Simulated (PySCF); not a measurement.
Delta-SCF ions had no search for a lower state. Excitations are Tamm–Dancoff values on a coarser integration grid. The basis has no diffuse functions, so Rydberg states are missing or too high.

Z-matrix (Å, degrees):
```
Si
H 1 1.4862
H 1 1.4867 2 108.00
Si 1 2.3456 2 109.60 3 -119.16
H 4 1.4830 1 111.18 2 59.40
H 4 1.4834 5 108.69 1 121.05
H 4 1.4834 5 108.68 6 117.86
Si 1 2.3483 2 110.19 3 119.90
O 8 1.6437 1 112.12 2 -57.89
Si 9 1.6386 8 146.18 1 -27.44
H 10 1.4781 9 108.48 8 155.31
H 10 1.4810 11 109.64 9 -120.20
H 8 1.4821 9 108.07 10 -148.77
H 10 1.4827 11 109.73 12 -119.73
H 8 1.4846 13 108.15 9 118.25
```
Charge 0, spin multiplicity 1.

### Question
Predict the total energy, S1–T1 gap (TDA), dipole moment, brightest of the four lowest singlets (TDA), LUMO, S1 oscillator strength, vertical ionisation energy (Delta-SCF) and HOMO–LUMO gap from PBE-D3(BJ)/def2-TZVP // B3LYP-D3(BJ)/def2-TZVP run with PySCF.

### Answer

```yaml
total_energy: -1238.6522 Ha
S1–T1 gap (TDA): 0.62 eV
dipole_moment: 0.27 D
brightest of the four lowest singlets (TDA): 5.34 eV
LUMO: -1.62 eV
S1 oscillator strength: 0.066
vertical ionisation energy (Delta-SCF): 9.12 eV
HOMO–LUMO gap: 5.02 eV
```
